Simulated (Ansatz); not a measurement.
A cut through the energy surface

CH$_{4}$SeSi (SMILES C[SiH]=[Se]), singlet, at its PBE0-D4/def2-TZVP minimum:

```csv
atom,x (Å),y (Å),z (Å)
C1,-0.7245,0.4457,-0.2415
Si2,0.8272,-0.4492,0.2379
Se3,0.9809,-2.1958,1.3490
H4,-0.6949,1.4692,0.1459
H5,-1.6087,-0.0623,0.1424
H6,-0.7887,0.5153,-1.3321
H7,2.0088,0.2771,-0.3016
```

The angle H6–C1–H4 (107.1° at the minimum) is set to the values below, H6, with anything bonded beyond it, turning rigidly in the plane of the angle. Each method's energies count from its own value at the PBE0-D4 minimum structure. Program: Ansatz 0.2.0. Basis: def2-TZVPP. Cores are frozen in the correlated methods. Filled d shells of the heavier atoms are correlated. The def2 sets are not built for correlating such inner shells, so the correlated values are less sure here. B3LYP uses VWN-RPA correlation.

```csv
angle (°),CCSD(T) (eV),PBE0-D4 (eV),PBE-D4 (eV),r2SCAN-D4 (eV),MP2 (eV)
83.1,0.416,0.403,0.384,0.396,0.410
89.1,0.235,0.227,0.216,0.222,0.231
95.1,0.105,0.101,0.095,0.098,0.103
101.1,0.027,0.025,0.024,0.024,0.026
107.1,0.000,0.000,0.000,0.000,0.000
113.1,0.025,0.025,0.025,0.026,0.025
119.1,0.101,0.099,0.097,0.103,0.101
125.1,0.229,0.223,0.216,0.228,0.228
131.1,0.406,0.394,0.380,0.400,0.404
```

Minimum and curvature along this coordinate at CCSD(T): A fifth-order fit through the nearest points gives 107.2°, with a curvature of about 1.4 meV/deg².

Largest difference from the CCSD(T) curve over the scan: B3LYP-D4 0.008; wB97M-V 0.014; HF 0.054 eV. Each curve counts from its own value at the minimum.

No T1 diagnostic of these runs exceeds 0.014.

For scale, one of the runs: CCSD(T)/def2-TZVPP, 177 basis functions, launched by `ansatz run in.yaml --threads 2 --pin off --events-out ev --progress --plain --max-ram 4352MiB`. Hardware: 2 CPU threads of an Arm Neoverse V2, shared host. Wall time 39 s; peak host memory 1.6 GiB.
